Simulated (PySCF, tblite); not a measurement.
Isomers of C6H5O2S (doublet state). Level: GFN2-xTB in tblite, geometry and Hessian alike; calculated harmonic values, unscaled, isolated species. Errors from tens to a few hundred cm⁻¹ against measured bands are possible. One conformer each. Open shells enter through the occupations alone, without spin polarisation, and single modes of such species can be off by tens of per cent.

Electronic energies: B3LYP/pcH-1 single points on the GFN2-xTB geometries (PySCF, gas phase).

```csv
SMILES,"electronic energy, lowest = 0 (kcal/mol)"
[H]/[C]=C(/C#CC(=O)O)SC,83.8
C#C[C]1C(=O)[C@@H](C)[S@@]1=O,99.2
[CH2]c1ccc(C(=O)O)s1,0.0
```

Question: How do GFN2-xTB zero-point energies change the relative energies?

Answer: 
| SMILES | ZPE (kcal/mol) | of it from modes above 1550 cm⁻¹ | electronic (kcal/mol) | with ZPE, lowest = 0 (kcal/mol) | lowest mode (cm⁻¹) | rings |
| --- | --- | --- | --- | --- | --- | --- |
| [CH2]c1ccc(C(=O)O)s1 | 58.4 | 25.4 | 0.0 | 0.0 | 76 | 1 |
| [H]/[C]=C(/C#CC(=O)O)SC | 55.4 | 30.9 | 83.8 | 80.9 | 22 | 0 |
| C#C[C]1C(=O)[C@@H](C)[S@@]1=O | 56.6 | 27.6 | 99.2 | 97.3 | 38 | 1 |

The zero-point energies span 3.0 kcal/mol, from `[H]/[C]=C(/C#CC(=O)O)SC` to `[CH2]c1ccc(C(=O)O)s1`. The order is unchanged.

Question: And how do the electronic energies of GFN2-xTB itself compare?

Answer: `[CH2]c1ccc(C(=O)O)s1` 0.0; `[H]/[C]=C(/C#CC(=O)O)SC` 86.9; `C#C[C]1C(=O)[C@@H](C)[S@@]1=O` 67.8 kcal/mol, lowest = 0. Against the energies above, taken from the same isomer `[CH2]c1ccc(C(=O)O)s1`, the largest difference is 31.4 kcal/mol.
